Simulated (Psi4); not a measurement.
A ladder of methods for CH5O2Y (SMILES [CH3][Y]([OH])[OH])

CH5O2Y has 9 atoms, charge 0, and is taken as a singlet. SMILES: `[CH3][Y]([OH])[OH]`. The shape was relaxed beforehand at PBE0/def2-TZVP. This is one conformer, not always the lowest.

Each level gives the HOMO–LUMO gap (eV). The values are calculated.

```json
{"level": "PBE-D4/def2-TZVPP (density fitting, core potential)", "kind": "GGA", "program": "Psi4", "value (eV)": "2.74", "CPU time": "52 s"}
{"level": "r2SCAN-D4/def2-TZVPP (density fitting, core potential)", "kind": "meta-GGA", "program": "Psi4", "value (eV)": "3.41", "CPU time": "2.1 min"}
{"level": "B3LYP-D4/def2-TZVPP (density fitting, core potential)", "kind": "global hybrid", "program": "Psi4", "value (eV)": "4.16", "CPU time": "47 s"}
{"level": "PBE0-D4/def2-TZVPP (density fitting, core potential)", "kind": "global hybrid", "program": "Psi4", "value (eV)": "4.74", "CPU time": "44 s"}
{"level": "wB97M-V/def2-TZVPP (density fitting, core potential)", "kind": "range-separated hybrid", "program": "Psi4", "value (eV)": "8.24", "CPU time": "2.2 min"}
```

The values span 2.74 to 8.24 eV. Orbital gaps aren't excitation energies; they tend to grow with the share of exact exchange. Times are those of the runs behind each value, whatever else they computed, on shared processors of several kinds: orders of magnitude only.
